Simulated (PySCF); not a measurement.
# [IF2]-: one-bond stretch

Method: PBE0 in PySCF with I def2-TZVPD with ECP28, F def2-TZVPD; scalar-relativistic core potentials, no spin–orbit coupling; density-fitted integrals.

Rigid scan from the singlet minimum (I–F 2.082 Å (×2); F–I–F 180.0°). Coordinate: the bond from I to the last atom (F) scaled, the rest fixed. Energies in kJ/mol from the minimum.

```json
{"scale of one bond": "0.92", "E (kJ/mol)": "20.5", "dipole size (D, about the centre of mass)": "1.33"}
{"scale of one bond": "0.96", "E (kJ/mol)": "4.4", "dipole size (D, about the centre of mass)": "0.66"}
{"scale of one bond": "1.00", "E (kJ/mol)": "0.0", "dipole size (D, about the centre of mass)": "0.00"}
{"scale of one bond": "1.05", "E (kJ/mol)": "5.1", "dipole size (D, about the centre of mass)": "0.79"}
{"scale of one bond": "1.12", "E (kJ/mol)": "23.4", "dipole size (D, about the centre of mass)": "1.85"}
{"scale of one bond": "1.20", "E (kJ/mol)": "51.4", "dipole size (D, about the centre of mass)": "2.98"}
{"scale of one bond": "1.35", "E (kJ/mol)": "105.1", "dipole size (D, about the centre of mass)": "4.93"}
{"scale of one bond": "1.55", "E (kJ/mol)": "161.7", "dipole size (D, about the centre of mass)": "–"}
{"scale of one bond": "1.80", "E (kJ/mol)": "206.5", "dipole size (D, about the centre of mass)": "–"}
{"scale of one bond": "2.20", "E (kJ/mol)": "241.5", "dipole size (D, about the centre of mass)": "–"}
```

At long bonds a restricted determinant can lie too high, and another spin state can fall below this curve.
